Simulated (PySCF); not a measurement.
## SO2I2, singlet: molecular constants

Level of theory: PBE0/[S def2-SVP, O def2-SVP, I def2-SVP with ECP28], scalar-relativistic core potentials, density fitting, no spin–orbit coupling, PySCF.

The structure is a minimum.

```xyz
5
charge 0 multiplicity 1, angstrom
S     0.0000    0.0000   -1.1728
O     0.0000    1.2685   -1.8671
O     0.0000   -1.2685   -1.8671
I     1.9521    0.0000    0.3847
I    -1.9521    0.0000    0.3847
```

| Property | Result |
| --- | --- |
| Point group | C2v |
| Bond lengths | S–I 2.497 Å (×2), S–O 1.446 Å (×2) |
| Bond angles | I–S–I 102.8°, I–S–O 107.4° (×4), O–S–O 122.6° |
| Atomisation energy without zero-point energy | 1052 kJ/mol |
| Lowest empty level | -4.68 eV |
| Zero-point energy | 27.1 kJ/mol |
| Principal quadrupole moments (Buckingham, traceless) about the centre of mass | -7.03, -3.75, 10.78 D Å |
| Enthalpy at 298.15 K above 0 K | 18.82 kJ/mol |
| Heat capacity Cp at 298.15 K | 83.7 J/(mol K) |
| Entropy at 298.15 K and 1 bar | 359.7 J/(mol K) |
| Rotational constants | 0.06894, 0.01655, 0.01453 cm⁻¹ |
| Principal polarisabilities | 53.0, 72.3, 126.4 bohr³ |
| Rotational symmetry number | 2 |
| Highest occupied level | -8.15 eV |
| Dipole moment | 2.32 D |

Harmonic modes (masses in u: S 31.972, O 15.995, I 126.904):
```csv
symmetry,ω (cm⁻¹),IR (km/mol),μ (u)
a1,82,0.1,75.31
a2,197,0.0,16.73
a1,215,0.5,27.45
b1,217,4.8,24.90
b2,238,1.1,19.54
b1,481,280,25.23
a1,508,77.4,19.71
a1,1178,178,17.89
b2,1416,126,20.52
```

In C2v the vibrations span 4a1 + a2 + 2b1 + 2b2. The a2 mode carries no infrared intensity, as symmetry demands.

Charges (e):
| atom | Mulliken | Löwdin | polar tensor | Mayer order to S1 |
| --- | --- | --- | --- | --- |
| S1 | 0.59 | 0.89 | 2.07 | – |
| O2,3 | -0.36 | -0.42 | -0.76 | 1.66 |
| I4,5 | 0.06 | -0.02 | -0.28 | 0.72 |

Mulliken populations on S1: s 5.60, p 9.18, d 0.62.

Outer orbital energies (eV). occupied: -10.88, -10.59, -10.52, -9.14, -8.97, -8.49, -8.28, -8.15; empty: -4.68, -2.26, 0.94, 1.64.

Counting electrons, sulfur keeps none of its valence electrons outside its bonds, so the VSEPR class is AX4 and the expected shape is tetrahedral; with unlike ligands the computed point group is C2v.

Only a few start shapes were tried, so a lower isomer may exist.

The final relaxation and frequency run took roughly 2.8 core-minutes on a shared host.
